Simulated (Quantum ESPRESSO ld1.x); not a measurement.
Values are calculated unless marked as measured or tabulated.
Al, configuration [Ne] 3s2 3p1. Level of theory: non-relativistic Kohn-Sham, LDA (Slater exchange, VWN5 correlation), spin-polarised, spherical densities, point nucleus; open shells are filled with parallel spins first (ld1.x of Quantum ESPRESSO 7.5).

Unscreened Slater integrals over Kohn-Sham orbitals (hartree). They are taken over the spin-up orbitals.

\begin{tabular}{lr}
integral & value \\ \hline
F0(3p,3p) & 0.26819 \\
F2(3p,3p) & 0.13253 \\
F0(3p,3s) & 0.30337 \\
G1(3p,3s) & 0.18822 \\
F0(3p,2p) & 0.37172 \\
F2(3p,2p) & 0.044762 \\
G0(3p,2p) & 0.017724 \\
G2(3p,2p) & 0.016622 \\
F0(3p,2s) & 0.36991 \\
G1(3p,2s) & 0.013859 \\
F0(3s,3s) & 0.35658 \\
F0(3s,2p) & 0.47887 \\
G1(3s,2p) & 0.029588 \\
F0(3s,2s) & 0.47695 \\
G0(3s,2s) & 0.023373 \\
F0(2p,2p) & 1.5257 \\
F2(2p,2p) & 0.69371 \\
F0(2p,2s) & 1.4725 \\
G1(2p,2s) & 0.87977 \\
F0(2s,2s) & 1.4396 \\
\end{tabular}

Derived for the open shells (J is the average intra-shell exchange parameter used in DFT+U). 3p: J = F2/5 = 0.02651 hartree.
